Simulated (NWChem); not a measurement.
System: digermane (Ge$_{2}$H$_{6}$); SMILES [GeH3][GeH3]

NWChem printed, in part:

```
             Northwest Computational Chemistry Package (NWChem) 7.3.0
             --------------------------------------------------------

                             Geometry "geometry" -> ""
                             -------------------------

 Output coordinates in angstroms (scale by  1.889725989 to convert to a.u.)

  No.       Tag          Charge          X              Y              Z
 ---- ---------------- ---------- -------------- -------------- --------------
    1 Ge                  32.0000     0.00000000     0.00000000    -1.22458600
    2 Ge                  32.0000     0.00000000     0.00000000     1.22458600
    3 H                    1.0000    -1.02270600     1.02422500    -1.77113600
    4 H                    1.0000    -0.37565100    -1.39780200    -1.77113600
    5 H                    1.0000     1.39835800     0.37357700    -1.77113600
    6 H                    1.0000     0.37357700     1.39835800     1.77113600
    7 H                    1.0000     1.02422500    -1.02270600     1.77113600
    8 H                    1.0000    -1.39780200    -0.37565100     1.77113600

 Effective nuclear repulsion energy (a.u.)     319.9009616092

  xc_inp: hfexch multiplicative factor not found.
                              NWChem Property Module
                              ----------------------

  itol2e modified to match energy
  convergence criterion.

                                 NWChem DFT Module
                                 -----------------

 Summary of "ao basis" -> "ao basis" (spherical)
 ------------------------------------------------------------------------------
       Tag                 Description            Shells   Functions and Types
 ---------------- ------------------------------  ------  ---------------------
 Ge                          sto-3g                  8       18   4s3p1d
 H                           sto-3g                  1        1   1s

  itol2e modified to match energy
  convergence criterion.

            General Information
            -------------------
          SCF calculation type: DFT
          Wavefunction type:  closed shell.
          No. of atoms     :     8
          No. of electrons :    70
           Alpha electrons :    35
            Beta electrons :    35
          Charge           :     0
          Spin multiplicity:     1
          Use of symmetry is: off; symmetry adaption is: off
          Maximum number of iterations: 150
          AO basis - number of functions:    42
                     number of shells:    22
          Convergence on energy requested:  1.00D-07
          Convergence on density requested:  1.00D-05
          Convergence on gradient requested:  5.00D-04

              XC Information
              --------------
                     Hartree-Fock (Exact) Exchange  1.000

      Superposition of Atomic Density Guess
      -------------------------------------

 Sum of atomic energies:       -4106.04248389

      Non-variational initial energy
      ------------------------------

 Total energy =   -4105.751962
 1-e energy   =   -6415.003340
 2-e energy   =    1989.350416
 HOMO         =      -0.159465
 LUMO         =       0.372010

   convergence    iter        energy       DeltaE   RMS-Dens  Diis-err
 ---------------- ----- ----------------- --------- --------- ---------
 d= 0,ls=0.0,diis     1  -4107.0143671895 -4.43D+03  7.29D-03  4.15D-02
 d= 0,ls=0.0,diis     2  -4107.0270893741 -1.27D-02  2.78D-03  3.56D-03
 d= 0,ls=0.0,diis     3  -4107.0282697348 -1.18D-03  2.64D-04  5.05D-05
 d= 0,ls=0.0,diis     4  -4107.0282827230 -1.30D-05  4.96D-05  1.33D-06
 d= 0,ls=0.0,diis     5  -4107.0282831356 -4.13D-07  5.32D-06  1.28D-08
 d= 0,ls=0.0,diis     6  -4107.0282831396 -4.04D-09  3.86D-07  7.55D-11

         Total DFT energy =    -4107.028283139622
      One electron energy =    -6405.803862269758
           Coulomb energy =     2138.377721733093
    Exchange-Corr. energy =     -159.503104212194
 Nuclear repulsion energy =      319.900961609238

 Numeric. integr. density =        0.000000000000

                       DFT Final Molecular Orbital Analysis
                       ------------------------------------

 Vector   33  Occ=2.000000D+00  E=-3.906645D-01
              MO Center=  7.4D-04,  7.4D-04,  7.0D-14, r^2= 4.8D+00
   Bfn.  Coefficient  Atom+Function         Bfn.  Coefficient  Atom+Function
  ----- ------------  ---------------      ----- ------------  ---------------
    37      0.393054  3 H  s                 41      0.393054  7 H  s
    11     -0.238947  1 Ge px                12      0.238936  1 Ge py
    29      0.238935  2 Ge px                30     -0.238947  2 Ge py
    38     -0.196270  4 H  s                 39     -0.196784  5 H  s
    40     -0.196784  6 H  s                 42     -0.196270  8 H  s

 Vector   34  Occ=2.000000D+00  E=-3.906644D-01
              MO Center= -7.4D-04, -7.4D-04, -3.3D-13, r^2= 4.8D+00
   Bfn.  Coefficient  Atom+Function         Bfn.  Coefficient  Atom+Function
  ----- ------------  ---------------      ----- ------------  ---------------
    38      0.340543  4 H  s                 39     -0.340247  5 H  s
    40      0.340247  6 H  s                 42     -0.340543  8 H  s
    11     -0.238936  1 Ge px                12     -0.238946  1 Ge py
    29      0.238946  2 Ge px                30      0.238936  2 Ge py
    18      0.099429  1 Ge d  2              36      0.099429  2 Ge d  2

 Vector   35  Occ=2.000000D+00  E=-3.221771D-01
              MO Center=  3.0D-08,  3.0D-08,  1.1D-14, r^2= 3.0D+00
   Bfn.  Coefficient  Atom+Function         Bfn.  Coefficient  Atom+Function
  ----- ------------  ---------------      ----- ------------  ---------------
    13      0.505666  1 Ge pz                31     -0.505666  2 Ge pz
     9     -0.176716  1 Ge pz                27      0.176716  2 Ge pz
    37     -0.167894  3 H  s                 38     -0.167894  4 H  s
    39     -0.167894  5 H  s                 40     -0.167894  6 H  s
    41     -0.167894  7 H  s                 42     -0.167894  8 H  s

 Vector   36  Occ=0.000000D+00  E= 3.830741D-01
              MO Center= -4.9D-08, -4.9D-08, -1.1D-14, r^2= 2.5D+00
   Bfn.  Coefficient  Atom+Function         Bfn.  Coefficient  Atom+Function
  ----- ------------  ---------------      ----- ------------  ---------------
    13      0.797514  1 Ge pz                31      0.797514  2 Ge pz
    10      0.768552  1 Ge s                 28     -0.768552  2 Ge s
     9     -0.194059  1 Ge pz                27     -0.194059  2 Ge pz
    37     -0.177313  3 H  s                 38     -0.177312  4 H  s
    39     -0.177312  5 H  s                 40      0.177312  6 H  s

 Vector   37  Occ=0.000000D+00  E= 4.453116D-01
              MO Center= -3.4D-04, -3.4D-04,  4.0D-13, r^2= 4.0D+00
   Bfn.  Coefficient  Atom+Function         Bfn.  Coefficient  Atom+Function
  ----- ------------  ---------------      ----- ------------  ---------------
    11      0.525511  1 Ge px                12      0.525561  1 Ge py
    29      0.525560  2 Ge px                30      0.525511  2 Ge py
    38      0.517095  4 H  s                 39     -0.516632  5 H  s
    40     -0.516632  6 H  s                 42      0.517095  8 H  s
     7     -0.121331  1 Ge px                 8     -0.121343  1 Ge py

 Vector   38  Occ=0.000000D+00  E= 4.453118D-01
              MO Center=  3.4D-04,  3.4D-04, -3.7D-14, r^2= 4.0D+00
   Bfn.  Coefficient  Atom+Function         Bfn.  Coefficient  Atom+Function
  ----- ------------  ---------------      ----- ------------  ---------------
    37      0.596823  3 H  s                 41     -0.596823  7 H  s
    11      0.525561  1 Ge px                12     -0.525510  1 Ge py
    29      0.525511  2 Ge px                30     -0.525561  2 Ge py
    38     -0.298009  4 H  s                 39     -0.298812  5 H  s
    40      0.298812  6 H  s                 42      0.298009  8 H  s

     Multipole analysis of the density
     ---------------------------------

     L   x y z        total         alpha         beta         nuclear
     -   - - -        -----         -----         ----         -------
     0   0 0 0     -0.000000    -35.000000    -35.000000     70.000000

     1   1 0 0     -0.000000     -0.000001     -0.000001      0.000002
     1   0 1 0     -0.000000     -0.000001     -0.000001      0.000002
     1   0 0 1     -0.000000     -0.000000     -0.000000      0.000000

     2   2 0 0    -27.176053    -24.809906    -24.809906     22.443758
     2   1 1 0      0.000000      0.000004      0.000004     -0.000007
     2   1 0 1      0.000001      0.000004      0.000004     -0.000006
     2   0 2 0    -27.176053    -24.809906    -24.809906     22.443758
     2   0 1 1     -0.000001     -0.000004     -0.000004      0.000006
     2   0 0 2    -27.803695   -218.874926   -218.874926    409.946156

          -----------------------------------------
          Chemical Shielding Tensors (GIAO, in ppm)
          -----------------------------------------

                                NWChem CPHF Module
                                ------------------

  scftype          =     RHF
  nclosed          =       35
  nopen            =        0
  variables        =      245
  # of vectors     =        3
  tolerance        = 0.10D-03
  level shift      = 0.00D+00
  max iterations   =       50
  max subspace     =       30

 SCF residual:    2.0268665769193462E-006

Iterative solution of linear equations
  No. of variables      245
  No. of equations        3
  Maximum subspace       30
        Iterations       50
       Convergence  1.0D-04

   iter   nsub   residual    time
   ----  ------  --------  ---------
     1      3    1.04D+00       2.7
     2      6    6.11D-02       2.8
     3      9    1.07D-02       3.0
     4     12    6.80D-04       3.1
     5     15    1.31D-04       3.3
     6     18    1.96D-05       3.4

      Atom:    1  Ge
        Diamagnetic
   2732.2630      0.0000      0.0000
      0.0000   2732.2630      0.0000
      0.0000      0.0000   2739.2703

        Paramagnetic
   -265.4237      0.0001      0.0001
      0.0001   -265.4238     -0.0000
      0.0001     -0.0000   -298.5462

        Total Shielding Tensor
   2466.8393      0.0001      0.0001
      0.0001   2466.8392     -0.0000
      0.0001     -0.0000   2440.7242

           isotropic =    2458.1342
          anisotropy =      13.0577

          Principal Components and Axis System
                 1           2           3
             2466.8394   2466.8392   2440.7242

      1         0.9195     -0.3932     -0.0000
      2         0.3932      0.9195      0.0000
      3         0.0000     -0.0000      1.0000

      Atom:    2  H
        Diamagnetic
     33.0407     -8.5614      5.3080
     -8.5614     33.0663     -5.3158
      5.3080     -5.3158     29.8474

        Paramagnetic
     -0.2261      1.2665     -0.4937
      1.2665     -0.2298      0.4945
     -0.4937      0.4945      0.4106

        Total Shielding Tensor
     32.8147     -7.2949      4.8143
     -7.2949     32.8365     -4.8213
      4.8143     -4.8213     30.2581

           isotropic =      31.9697
          anisotropy =      17.4453

          Principal Components and Axis System
                 1           2           3
               43.5999     26.7786     25.5307

      1        -0.6293     -0.3213      0.7077
      2         0.6302      0.3219      0.7065
      3        -0.4548      0.8906     -0.0001
```

Level: Hartree-Fock/STO-3G, GIAO. STO-3G and 3-21G are far too small for this property and stand as cheap habits. Structure relaxed at the B3LYP/6-31G* (spherical d) level. The output numbers the shielded atoms by their place in the input's list. The printed shielding anisotropy is the first printed principal value minus the mean of the other two.

Problem. Reconstruct the input file.

Solution. This is not unique; one that fits is the input that was run:
```
start job
memory heap 200 mb stack 900 mb global 1100 mb
geometry units angstroms noautosym nocenter noautoz
  Ge     0.000000     0.000000    -1.224586
  Ge     0.000000     0.000000     1.224586
  H     -1.022706     1.024225    -1.771136
  H     -0.375651    -1.397802    -1.771136
  H      1.398358     0.373577    -1.771136
  H      0.373577     1.398358     1.771136
  H      1.024225    -1.022706     1.771136
  H     -1.397802    -0.375651     1.771136
end
basis spherical
  * library sto-3g
end
dft
  xc hfexch
  iterations 150
end
property
  shielding 2 1 3
end
task dft property
```
